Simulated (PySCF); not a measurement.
PySCF input file for C4H7FO, SMILES C[C@@]1(O)C[C@H]1F, B3LYP/pcSseg-1. Geometry optimised at B3LYP-D3(BJ)/def2-SVP. The structure was generated by enumeration; whether it is a known compound was not checked. One conformer was computed; it need not be the lowest.

```python
import numpy as np
from pyscf import gto, scf, dft
from pyscf.prop.nmr import rks as nmr

mol = gto.M(
    atom='''
    C     1.52350186    0.53361902    0.39048230
    C     0.05138028    0.21229415    0.48476232
    O    -0.41766348   -0.08058805    1.76949968
    C    -0.93130425    0.85569315   -0.48712787
    C    -0.59359820   -0.60489322   -0.58304641
    F     0.16899265   -1.02161872   -1.63700073
    H     1.84405541    0.63818470   -0.65499207
    H     2.10992180   -0.27427468    0.85532528
    H     1.75149355    1.47494027    0.91876631
    H    -0.40510846    0.74018180    2.28138746
    H    -0.52132770    1.50945225   -1.26207831
    H    -1.92392734    1.12134084   -0.11391446
    H    -1.33461123   -1.35083082   -0.27790702
    ''',
    basis='pcSseg-1',
    charge=0,
    spin=0,
    max_memory=1600,
    verbose=3,
)
mf = dft.RKS(mol, xc='b3lyp')
mf.grids.level = 3
mf.conv_tol = 1e-10
mf.max_cycle = 100
mf.kernel()
n = nmr.NMR(mf)
n.verbose = 2
n.max_cycle_cphf = 60
sigma = n.kernel()
print('atom   isotropic/ppm   span/ppm')
for i, s in enumerate(sigma):
    w = np.linalg.eigvalsh((s + s.T) / 2)
    print(f'{mol.atom_symbol(i):2s}{i + 1:3d} {w.mean():14.3f} {w[2] - w[0]:11.3f}')
```

Log of the run:

```
converged SCF energy = -331.634216386234
atom   isotropic/ppm   span/ppm
C   1        157.658      40.733
C   2        122.199     100.188
O   3        253.674      51.352
C   4        155.340      60.147
C   5         97.743     124.705
F   6        404.998      80.175
H   7         30.193      10.399
H   8         29.563      10.265
H   9         29.861       9.331
H  10         31.002      19.746
H  11         30.706      11.710
H  12         30.677      12.097
H  13         26.825       8.651
```

The calculation finished and met its thresholds.
